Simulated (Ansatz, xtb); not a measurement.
Diatomic PtCl, multiplicity 2 (lowest of 2S+1 = 2, 4 at PBE0/def2-TZVPP; our sources give no spin for the ground state, which may be another). No spin–orbit coupling.

The constants come from a fifth-degree fit in 1/R (seven points, main isotopes). Runs in def2 and cc sets follow the lowest solution found near the PBE0 minimum.

The values were computed with Ansatz (Gaussian orbitals); xtb for the GFN methods.  In def2 rows elements past Kr take small-core potentials, without spin–orbit coupling. The GFN methods have no spin term and hold the electronic entropy of 300 K.

```tsv
level	r_e (Å)	ω_e (cm⁻¹)	ω_e x_e (cm⁻¹)	α_e (cm⁻¹)	dipole (D)
GFN1-xTB	2.145	422	0.88	0.00043	-
GFN2-xTB	2.105	381	0.79	0.00061	-
SVWN5/def2-TZVPP	2.101	426	0.73	0.00065	1.75
PBE/def2-TZVPP	2.147	386	0.74	0.00065	2.07
r2SCAN/def2-TZVPP	2.139	404	1.6	0.00061	2.41
B97M-V/def2-TZVPP	2.177	377	1.4	0.00059	2.86
BHLYP/def2-TZVPP	2.230	376	1.2	0.00051	4.17
wB97X-V/def2-TZVPP	2.209	392	1.2	0.00050	4.01
wB97M-V/def2-TZVPP	2.215	387	1.2	0.00050	3.92
B2PLYP/def2-TZVPP	2.206	391	1.3	0.00052	-
```

Correlated levels freeze the inner cores; with def2 sets outer-core shells near the valence are correlated too.

Ansatz is a quantum-chemistry and plane-wave program.
